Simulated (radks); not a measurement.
Results of a calculation; reference values are marked as such.
Question: Radial electron density D(r) = 4 pi r^2 rho(r) of an atom or ion with 24 electrons. Level of theory: Dirac Kohn-Sham, BLYP, spin-unpolarised, spherical densities, finite nucleus; Fermi nuclear charge, rms radius of each element as measured or else 0.836 A^(1/3) + 0.57 fm (a radial shooting solver on a logarithmic mesh with Libxc functionals).

r (bohr)   D(r) (e/bohr)
0.0008493          2.266
0.0009576          2.779
0.00108            3.402
0.001217           4.158
0.001373           5.070
0.001547           6.168
0.001745           7.484
0.001967           9.053
0.002218           10.91
0.002501           13.11
0.00282            15.68
0.003179           18.66
0.003585           22.09
0.004042           25.99
0.004557           30.38
0.005138           35.23
0.005793           40.50
0.006531           46.12
0.007364           51.95
0.008303           57.82
0.009362           63.49
0.01056            68.69
0.0119             73.12
0.01342            76.49
0.01513            78.54
0.01706            79.13
0.01923            78.30
0.02169            76.29
0.02445            73.61
0.02757            70.98
0.03108            69.28
0.03505            69.35
0.0392             71.54
0.0442             76.25
0.04983            82.83
0.05618            89.98
0.06335            95.85
0.07142            98.54
0.08053            96.70
0.0908             90.19
0.1024             80.43
0.1154             70.09
0.1301             62.24
0.1467             59.02
0.1654             60.47
0.1865             64.32
0.2103             66.86
0.2371             64.75
0.2674             56.69
0.3015             44.04
0.3399             29.92
0.3832             17.54
0.4321             8.745
0.4872             3.648
0.5493             1.250
0.6193            0.3448
0.6983           0.07516
0.7873           0.01266
0.8877          0.001572
1.001          0.0001357

What is the nuclear charge?

Answer: Z = 59. The innermost maximum, from 1s, lies near gamma/Z bohr with gamma = sqrt(1 - (Z/c)^2) = 0.903, here 0.0153 bohr (found: 0.0169), and its height grows with Z. The density is that of the praseodymium ion Pr35+ in [Ar] 3d6; the configuration itself is not fixed sharply by these data, and Z only to a few units. D(r) has 3 maxima, at r = 0.0169, 0.0726, 0.214 bohr, and minima at 0.0329, 0.149 bohr, inside which lie 2.03, 11.22 electrons.
